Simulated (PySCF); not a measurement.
Geometry:
```
atom   x (Å)   y (Å)   z (Å)
  C1  -1.997   1.522  -0.240
  C2  -1.492   0.088  -0.260
  O3  -0.099   0.125  -0.008
  C4   0.609  -1.033   0.029
  C5   0.104  -2.255  -0.155
 Cl6   1.129  -3.640  -0.079
  O7   1.892  -0.813   0.274
 Si8   2.551   0.678   0.506
  H9  -1.490   2.104  -1.004
 H10  -3.067   1.540  -0.428
 H11  -1.796   1.972   0.728
 H12  -1.679  -0.375  -1.237
 H13  -1.991  -0.509   0.514
 H14  -0.927  -2.470  -0.355
 H15   1.952   1.326   1.671
 H16   2.371   1.508  -0.682
 H17   3.923   0.244   0.717
```

- σ from GIAO-PBE0/pcSseg-1
- geometry from GFN2-xTB
- code: PySCF 2.14.0 with density-fitted response routines
- single conformer, equivalent nuclei averaged, isolated molecule, no relativistic terms

Shifts are taken against calculated references (same method and geometry level): TMS for $^{13}$C (186.93 ppm), $^{1}$H (31.72 ppm), $^{29}$Si (349.16 ppm); $^{17}$O (336.08 ppm) against H2O; $^{35}$Cl (949.78 ppm) against HCl.

```csv
atoms,nucleus,count,δ (ppm)
Si8,$^{29}$Si,1,-40.9
Cl6,$^{35}$Cl,1,92
H12/H13,$^{1}$H,2,3.74
H14,$^{1}$H,1,4.37
O3,$^{17}$O,1,?
H15/H16/H17,$^{1}$H,3,?
C4,$^{13}$C,1,?
C2,$^{13}$C,1,65.3
O7,$^{17}$O,1,107.5
H9/H10/H11,$^{1}$H,3,1.43
C5,$^{13}$C,1,?
C1,$^{13}$C,1,16.8
```

Q: Complete the table.

A: 
- C4: 164.1 ppm, alkene carbon bearing oxygen; an sp2 carbon further deshielded by the attached heteroatom
- C5: 81.0 ppm, β carbon of an enol-ether or enamine type C=C; the O or N lone pair pushes π density onto this β carbon and shields it
- H15/H16/H17: 4.88 ppm, hydrogen on a silicon bonded to O
- O3: 138.5 ppm, ether oxygen

Carbons that carry Cl, above all several Cl atoms, come out too deshielded, partly because spin–orbit coupling is missing. Shifts are as computed. Against solution values, carbons near 30 ppm lie about +3 ppm off and those near 130 ppm about +5 ppm; carbons on Cl a further +6 ppm. Of 1211 compounds with measured shifts, 218 miss one by over three times the rms of a fit or turn the order of signals round; such compounds aren't used in these exercises. Experimental scales use liquid or dissolved standards, which lie at an offset from isolated H2O (liquid H2O: subtract about 36 ppm).
